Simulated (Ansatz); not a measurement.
`C[Si](C)(F)CC[SiH](F)F` + H₂ → `C[SiH](F)F` + `C[Si](C)(C)F`  (hydrogenolysis of a C–C bond)

Calculated with Ansatz (gas phase, PBE0-D4/def2-TZVP geometries, no zero-point term in ΔE). CBS: MP2 limit from def2 TZ/QZ plus the TZ coupled-cluster correction, frozen cores. This one scheme is used for every species. One conformer a species, not always the lowest.

```json
{"species": "`C[Si](C)(F)CC[SiH](F)F`", "MP2/def2-SVP energy (Eh)": "-1035.07046"}
{"species": "H₂", "MP2/def2-SVP energy (Eh)": "-1.15525"}
{"species": "`C[SiH](F)F`", "MP2/def2-SVP energy (Eh)": "-528.47468"}
{"species": "`C[Si](C)(C)F`", "MP2/def2-SVP energy (Eh)": "-507.77942"}
```

(1) Work out ΔE.

Largest T1 diagnostic among the species: 0.011.

## Answers

(1) ΔE = (-528.47468) + (-507.77942) − (-1035.07046) − (-1.15525) = -0.02839 Eh = -74.5 kJ/mol. CCSD(T)/CBS gives -85.8 kJ/mol.

At CCSD(T), def2-SVP lies +9.5 kJ/mol from the extrapolated value and def2-TZVPP −0.2 kJ/mol. In def2-TZVPP, CCSD(T) changes the Hartree–Fock value by +31.5 kJ/mol (the triples alone add +5.9 kJ/mol) and MP2 by +34.3 kJ/mol. The D4 term adds +22.9 kJ/mol with B3LYP and +13.3 kJ/mol with PBE0; it sums over pairs of atoms, weighted by their polarisabilities, and B3LYP, whose exchange is more repulsive, gets the larger term.

B3LYP here is the variant with VWN-RPA as its local correlation; programs differ in this.
